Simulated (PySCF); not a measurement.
# Shifts of the heteroatoms

Geometry (Å), atoms numbered from 1 in this order:
```xyz
16

N     0.1368    3.0613    0.6820
C     0.2910    1.9428    0.4679
C     0.5430    0.5843    0.2182
Si    2.3783    0.0989    0.4279
C    -0.4903   -0.2004   -0.1280
Si   -2.2590    0.4802   -0.2836
C    -0.3372   -1.6548   -0.4157
F     0.9543   -2.1131   -0.2958
H     2.8812   -0.3713   -0.8594
H     3.0753    1.3276    0.8149
H     2.4754   -0.8841    1.5028
H    -2.6711    1.0018    1.0159
H    -3.1141   -0.6456   -0.6720
H    -2.2718    1.5058   -1.3222
H    -0.9457   -2.2479    0.2779
H    -0.6538   -1.8767   -1.4422
```

Calculated, not measured (PySCF): coordinates at the GFN2-xTB level, shieldings: GIAO PBE0/pcSseg-1. A single conformation, non-relativistic, no solvent model, one averaged value for each set of equivalent atoms.

Task: What are the $^{19}$F shifts?

Result: 
| atoms | environment | σ (ppm) | δ (ppm) |
| --- | --- | --- | --- |
| F8 | fluorine on an sp3 carbon | 409.3 | -208.7 |

Shieldings were converted by a linear fit to measured shifts: $^{19}$F: δ = 146.13 − 0.903σ +14.6 on sp3 carbon (rms 6.0 ppm, 223 shifts, 7.0 ppm with the 5 outliers that the fit left out vs CFCl3, solution or neat liquid). A few per cent of atoms miss by over 2 rms, more outside the fitted compound classes.

On a 600 MHz spectrometer $^{19}$F resonates near 564.6 MHz, so 1 ppm is 564.6 Hz.

Task: Predict the $^{29}$Si NMR data.

Result: 
| atoms | environment | σ (ppm) | δ (ppm) |
| --- | --- | --- | --- |
| Si4 | silicon bonded to C, 3 H | 417.0 | -62.8 |
| Si6 | silicon bonded to C, 3 H | 433.0 | -75.9 |

Shieldings were converted by a linear fit to measured shifts: $^{29}$Si (scatter 8.9 ppm rms, 25.8 ppm with the 6 outliers that the fit left out vs TMS, solution or neat liquid). Occasional misses reach two or three times the rms, and more in compound classes unlike the fitted ones.

On a 600 MHz spectrometer $^{29}$Si resonates near 119.2 MHz, so 1 ppm is 119.2 Hz.

Task: Where does $^{15}$N resonate?

Result: 
```tsv
atoms	environment	σ (ppm)	δ (ppm)
N1	nitrile nitrogen	-62.8	-90.2
```

Shieldings were converted by a linear fit to measured shifts: $^{15}$N: δ = -148.07 − 0.921σ (rms 6.3 ppm, 71 shifts vs CH3NO2, solution or neat liquid). Occasional misses reach two or three times the rms, and more in compound classes unlike the fitted ones.

On a 500 MHz spectrometer $^{15}$N resonates near 50.7 MHz, so 1 ppm is 50.7 Hz.
